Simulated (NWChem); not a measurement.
Si$_{2}$NH$_{5}$ClF; SMILES F[SiH2]N[SiH2]Cl

```xyz
10

Si    -0.4228     1.6233    -0.1497
F      0.5315     2.8360    -0.7069
N      0.5216     0.3573     0.5807
Si     0.9652    -1.1731    -0.1276
Cl    -0.2917    -2.7224     0.4912
H     -1.3243     2.2387     0.8743
H     -1.1408     1.0351    -1.3216
H      0.8125     0.5062     1.5533
H      2.3483    -1.5524     0.3020
H      0.8328    -1.0379    -1.6111
```
Atoms are numbered in this order, from 1.

Level: PBE-D3(BJ)/def2-SVP (NWChem), optimised geometry, unscaled harmonic frequencies. 

Q: List the harmonic frequencies with IR intensities, and the thermochemistry.

A: 
```csv
frequency (cm⁻¹),IR intensity (km/mol)
35,1.8
47,2.1
167,0.5
209,1.5
288,16.0
424,61.0
520,69.8
551,10.9
597,47.3
703,37.7
761,40.3
814,48.9
841,23.3
861,369.0
897,113.1
911,73.3
928,95.6
946,234.9
1160,236.3
2196,116.2
2204,55.6
2212,43.9
2222,159.8
3499,45.7
```

```json
{
  "zero_point_energy": "34.3 kcal/mol",
  "thermal correction to the enthalpy at 298.15 K (with zero-point energy)": "39.7 kcal/mol",
  "heat capacity Cv": "25.6 cal/(mol K)",
  "entropy at 298.15 K and 1 atm (symmetry number 1)": "89.5 cal/(mol K)",
  "dipole_moment": "1.05 D"
}
```

Rigid rotor and harmonic oscillator; modes under 100 cm⁻¹ make the entropy uncertain.
